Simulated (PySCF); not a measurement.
Simulated N 1s region for `O=Cc1c[n]([GeH3])nn1`, binding energy against the vacuum level.

Every computed line was given a Gaussian of 0.7 eV full width at half maximum and an area set by the number of equivalent atoms; the highest printed point is 100. Computed, not measured: PySCF, delta-SCF UKS SCAN, pcX-2 on the ionised atom, pcseg-1 elsewhere, spin-free X2C.

```tsv
binding energy (eV)	intensity
404.6	0
404.7	1
404.8	1
404.9	3
405.0	7
405.1	14
405.2	24
405.3	38
405.4	52
405.5	64
405.6	72
405.7	73
405.8	70
405.9	66
406.0	65
406.1	68
406.2	76
406.3	85
406.4	93
406.5	98
406.6	100
406.7	99
406.8	94
406.9	84
407.0	71
407.1	55
407.2	38
407.3	24
407.4	14
407.5	7
407.6	3
407.7	1
407.8	0
407.9	0
```

**Question.** How many maxima does the curve show, and how many computed lines lie under it?

**Answer.** The curve has 2 maxima (at 405.7 and 406.6 eV). Under it lie 3 lines from 3 inequivalent nitrogen sites. At this width some lines have no maximum of their own.

**Question.** Decompose the envelope and assign each component. Numbering: `[O:1]=[CH:2][c:3]1[cH:4][n:5]([GeH3:6])[n:7][n:8]1`.

**Answer.** 
```tsv
position (eV)	relative area	line	atoms	environment
405.63	1	N 1s	N8	pyridine-type nitrogen
406.38	1	N 1s	N7	pyridine-type nitrogen
406.86	1	N 1s	N5	pyrrole-type nitrogen
```

**Question.** What are the centre and the root-mean-square width of the whole band?

**Answer.** The area-weighted mean of the lines is 406.29 eV. Their own spread about it is 0.51 eV (rms) and each Gaussian has σ = 0.7/2.355 = 0.30 eV; the variances add, which gives 0.59 eV.

The listed N 1s values span 1.23 eV, from N8 (bonded to N (aromatic in the SMILES) and C (aromatic in the SMILES)) to N5 (bonded to N (aromatic in the SMILES), C (aromatic in the SMILES) and Ge). The widest gap between neighbouring values is 0.75 eV, between 405.63 and 406.38 eV.

Shake-up satellites, vibrational structure and lifetime widths aren't simulated. Geometry: PBE0-D3(BJ)/def2-SVP, one conformer, isolated molecule.

On one thread, Arm Neoverse V1 (aarch64), no GPU, shared host, this took 1.8 min and 0.65 GiB of memory at its peak.

The values belong to the conformer `[O:1]=[CH:2][c:3]1[cH:4][n:5]([GeH3:6])[n:7][n:8]1`: O1–C2–C3–C4 0°.
